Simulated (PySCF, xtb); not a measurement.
germanium monotelluride (GeTe), SMILES [Ge]=[Te] (connectivity only; charge and spin as stated), neutral, multiplicity 1.

Harmonic wavenumbers (cm⁻¹) from xtb with GFN2-xTB at its own minimum, in rising order: 375.

What does PBE-D3(BJ)/def2-TZVP in PySCF 2.14.0 give at its own minimum? (An estimate is asked for; the answer gives what the named calculation found.)

318. Paired by order, the mean absolute difference is 58 cm⁻¹ and the zero-point energies are 0.5 and 0.5 kcal/mol.
